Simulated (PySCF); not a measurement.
A GIAO shielding run with PySCF 2.14 (density fitting, non-relativistic, gas phase) on SMILES O[SiH](O)[C@H]([SiH3])CF, C2H9FO2Si2:

```
$ OMP_NUM_THREADS=1 python probes_run.py task.json out

{"job": {"kind": "nmr", "xc": "PBE0", "basis": "pcSseg-1"}, "charge": 0, "multiplicity": 1}
O      1.482166     0.587323    -1.979838
Si     0.830101    -0.586279    -1.074667
O      1.970376    -1.062399    -0.018366
C     -0.689884     0.166612    -0.213240
Si    -0.252071     1.658840     0.893547
C     -1.417787    -0.907322     0.572615
F     -0.578564    -1.480172     1.513215
H      2.416503     0.554452    -2.163585
H      0.437889    -1.720369    -1.916211
H      1.711083    -1.567251     0.748268
H     -1.384907     0.508286    -0.981563
H     -1.495011     2.083135     1.555182
H      0.266122     2.746471     0.067533
H      0.719094     1.273244     1.918602
H     -1.751019    -1.733137    -0.066086
H     -2.271690    -0.512490     1.133183
```

Hardware: 1 thread of an Arm Neoverse N1, shared host. The job also computes population analyses, field gradients.

Problem. How large is the calculation?

Solution. 74 electrons, 178 basis functions and 973 auxiliary functions.

Problem. How long does it take, and how much memory does it need?

Solution. 47 s of wall time, with 13 SCF cycles and 4 response iterations; peak memory 0.82 GiB. Times on a shared host scatter by some tens of per cent.
